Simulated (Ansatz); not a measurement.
`N[CH2][ZnH]` + H–F → `[F][ZnH]` + CH₃NH₂ at 700 K and 1 bar (ligand exchange at a Zn–C bond).

Isolated molecules relaxed with PBE0-D4/def2-TZVP in Ansatz; ΔE leaves out vibrations. CBS: MP2 limit from def2 TZ/QZ plus the TZ coupled-cluster correction, frozen cores. This one scheme is used for every species. For Zn outer-core shells are correlated without core-valence functions, which leaves a few kJ/mol of doubt a bond. Scalar relativity is left out up to krypton. Each species was taken in one conformer, which may not be the lowest.

| species | CCSD(T)/CBS energy (Eh) | H − E (kJ/mol) | S (J/(mol·K)) |
| --- | --- | --- | --- |
| `N[CH2][ZnH]` | -1874.10358 | 212.4 | 378.3 |
| H–F | -100.39570 | 45.2 | 198.5 |
| `[F][ZnH]` | -1878.79355 | 52.0 | 275.4 |
| CH₃NH₂ | -95.75281 | 207.6 | 296.6 |

H − E and S are ideal-gas, rigid-rotor, harmonic terms from PBE0-D4/def2-TZVP, for one conformer and one mirror image of each species. 1 Eh = 2625.50 kJ/mol, R = 8.31446 J/(mol·K).

Problem. By hand: ΔE, ΔH, ΔS and ΔG.

Solution. ΔE = (-1878.79355) + (-95.75281) − (-1874.10358) − (-100.39570) = -0.04708 Eh = -123.6 kJ/mol. Δ(H − E) = 52.0 + 207.6 − 212.4 − 45.2 = 2.0, so ΔH = -121.6 kJ/mol. ΔS = 275.4 + 296.6 − 378.3 − 198.5 = -4.8 J/(mol·K). ΔG = -121.6 − 700 × (-4.8)/1000 = -118.2 kJ/mol.

Problem. By hand: the equilibrium constant, and the temperature at which ΔG would vanish if ΔH and ΔS stayed fixed.

Solution. log₁₀ K = −ΔG/(RT ln 10) = 8.8. ΔG = 0 at ΔH/ΔS = 25333 K, far beyond where these terms or the molecules hold.

The number of gas molecules stays the same, so ΔS is small and ΔH decides. A doubt of 5 kJ/mol in ΔE shifts log₁₀ K by 0.4 here. Other conformers and mirror images would add mixing entropy, several J/(mol·K) or more a flexible species. These are equilibria of isolated gas molecules and say nothing of rates. Largest T1 diagnostic: 0.018 (customary marks: 0.02 for closed shells, 0.045 for open ones).
